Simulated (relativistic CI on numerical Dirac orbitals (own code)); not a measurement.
## Hyperfine structure of Kr XV, mass number 83

Method of calculation: Dirac-Coulomb-Breit CI, KLI orbitals optimised for each configuration, a model potential for QED, unscaled Slater integrals (own radial code, finite nucleus).

Configuration list (outside the closed core [Ne]): 3s²3p⁶3d⁴, 3s²3p⁵3d⁵, 3s3p⁶3d⁵, 3s²3p⁶3d³4s, 3s²3p⁶3d³4p, 3s²3p⁶3d³4d, 3s²3p⁶3d³4f, 3s²3p⁵3d⁴4s, 3s²3p⁶3d²4s4p, 3s²3p⁶3d³5s, 3p⁶3d⁶, 3p⁵3d⁷, 3s²3p⁶3d²4s², 3s²3p⁶3d4s²4p, 3s²3p⁶3d4s²4d, 3s²3p⁶3d4s²4f, 3s²3p⁶3d²4p², 3s²3p⁶3d4s4p², 3s²3p⁶3d4p³, 3s²3p⁶3d4p²4d, 3s²3p⁶3d4p²4f. Double excitations out of closed p, d and f shells are left out; levels of such configurations are missing from the list, as are those of other unlisted configurations, and high levels can miss mixing partners. These lack a partner that the ground configuration has and come out too high: 3s²3p⁵3d⁴4s.

Nuclear spin I = 9/2, μ = -0.97073 μN, Q = 0.259 b (tables of Stone and Pyykkö). The electronic factors are computed for point nuclear moments, without core polarisation or the Bohr-Weisskopf and QED corrections.

```tsv
Level	E (cm⁻¹)	A (MHz)	B (MHz)
3s²3p⁶3d⁴ ⁵D1	2272.0	-121.2	436
3s²3p⁶3d⁴ ⁵D2	5725.3	-233	278
3s²3p⁶3d⁴ ⁵D3	9735.2	-350.2	-306
3s²3p⁶3d⁴ ⁵D4	13994.5	-461.1	-1280
3s²3p⁶3d⁴ ³H4	58577.3	-819.8	654
3s²3p⁶3d⁴ ³H5	63827.3	-714.4	794
3s²3p⁶3d⁴ ³P1	65074.3	-388.7	-68.6
3s²3p⁶3d⁴ ³H6	67229.5	-701.3	675
```

Levels with J = 0, under 50 % of one LS term, or S terms without an open s electron are left out. Small factors come from cancelling terms and can be off by tens of per cent or more.

At this charge energies of transitions that change n are usually good to better than 1 %, and those within a shell (Δn = 0) to a few per cent. Terms inside the open d or f shell come out 10 to 20 % too wide with unscaled integrals.

Question: Give the hyperfine levels of 3s²3p⁶3d⁴ ⁵D3 relative to its centre of gravity.

Answer: With K = F(F + 1) − I(I + 1) − J(J + 1), E = AK/2 + B[¾K(K + 1) − I(I + 1)J(J + 1)]/[2I(2I − 1)J(2J − 1)]: F = 3/2: 5639, F = 5/2: 4827, F = 7/2: 3672, F = 9/2: 2158, F = 11/2: 259.3, F = 13/2: -2050, F = 15/2: -4805 MHz.

LS names give the leading component of a level, which can be under half, so a name can repeat, a term be missing and a line seem to break the LS rules.
